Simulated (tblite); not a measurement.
C5H5OS (doublet state).
Geometry (GFN2-xTB, Å), atoms numbered from 1 in this order:
```xyz
12
C5H5OS angstrom
C      2.237    2.003   -0.755
C      1.907    0.967   -0.256
C      1.444   -0.292    0.319
S      0.311   -1.155   -0.803
C     -1.096    0.015   -0.721
C     -1.723   -0.325    0.596
O     -1.432    0.197    1.637
H      2.284   -0.967    0.481
H      0.916   -0.093    1.255
H     -1.739   -0.195   -1.571
H     -0.685    1.024   -0.757
H     -2.420   -1.181    0.549
```

Method: GFN2-xTB as coded in tblite; computed harmonic values from a numerical Hessian at the method's own geometry, unscaled. Against measured fundamentals such values can be off by several per cent, at times by over 20. One conformer, not necessarily the lowest. Open shells enter through the occupations alone, without spin polarisation, and single modes of such species can be off by tens of per cent.

Harmonic wavenumbers (cm⁻¹): 54.6, 95.8, 97.1, 166.2, 206.7, 223.3, 256.3, 345.6, 497.0, 682.8, 694.6, 819.1, 903.6, 919.5, 948.4, 1003.5, 1082.8, 1102.6, 1153.7, 1182.2, 1361.6, 1374.6, 1405.3, 1761.8, 2282.5, 2795.7, 2943.0, 2988.4, 2990.0, 3038.8.

A = 3339, B = 1602, C = 1338 MHz; mass 113.006 u (most abundant isotopes); point group C1, symmetry number 1; spin multiplicity 2.

Task: Zero-point energy?

Result: Half the sum of the wavenumbers: 17689 cm⁻¹ = 211.60 kJ/mol.

Task: Entropy at 298.15 K, 1 bar (ideal gas, RRHO, classical rotation)?

Result: Translation 167.81, rotation 117.98, vibration 97.52, spin (R ln 2) 5.76: S = 389.1 J/(mol K).

Task: And Cp and H(298.15 K) − H(0)?

Result: Cp = 123.19 J/(mol K), of which vibrations give 89.93 (their classical limit is 30 R = 249.4); H(298.15 K) − H(0) = 24.82 kJ/mol without the zero-point energy, 14.91 from vibrations.

Task: What must be added to the electronic energy to get the Gibbs energy at 298.15 K and 1 bar?

Result: ZPE + [H(298.15 K) − H(0)] − T·S = 211.60 + 24.82 − 116.00 = 120.42 kJ/mol.

Task: Blend soft modes into free rotors: weight 1/[1 + (100 cm⁻¹/ν̃)⁴] for the oscillator and the rest for a rotor with moment μB/(μ + B), μ = h/(8π²ν), B = 10⁻⁴⁴ kg m². What vibrational entropy results?

Result: 90.12 J/(mol K) in place of 97.52, which changes −T·S at 298.15 K by +2.20 kJ/mol.

Task: Which modes carry the vibrational entropy at 298.15 K?

Result: 54.6 cm⁻¹: 19.43; 95.8 cm⁻¹: 14.80; 97.1 cm⁻¹: 14.69; 166.2 cm⁻¹: 10.37; 206.7 cm⁻¹: 8.67; 223.3 cm⁻¹: 8.08 J/(mol K); the other 24 give 21.47 together.

Hindered rotation and anharmonicity are outside this model. Other conformers, if any are populated, would add a mixing term that is left out. The structure is chiral; the term R ln 2 for an equal mix with its mirror image is left out.
